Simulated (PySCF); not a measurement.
ZnF, SMILES [F][Zn] (connectivity only; charge and spin as stated), neutral, multiplicity 2. Geometry optimised at PBE0-D3(BJ)/def2-TZVPD. The multiplicity is an assumed one; other spin states were not compared.

The numbers are results of PBE0-D3(BJ)/def2-TZVPD run with PySCF, not measurements.

Harmonic wavenumbers (cm⁻¹): 593. Rotational constants (GHz): 10.72 (linear); symmetry number 1.

Question: Work out the zero-point energy and the ideal-gas rigid-rotor harmonic-oscillator thermochemistry at 298.15 K and 1 atm.

Answer: ZPE = ½ Σ hcν = ½ × 593 cm⁻¹ = 0.85 kcal/mol. H − E(el) = 3.02 kcal/mol. Entropy in cal/(mol K): translation 39.21, rotation 14.63, vibration 0.46, spin 1.38, total 55.68. G − E(el) = -13.58 kcal/mol. Cp = 8.00 cal/(mol K).
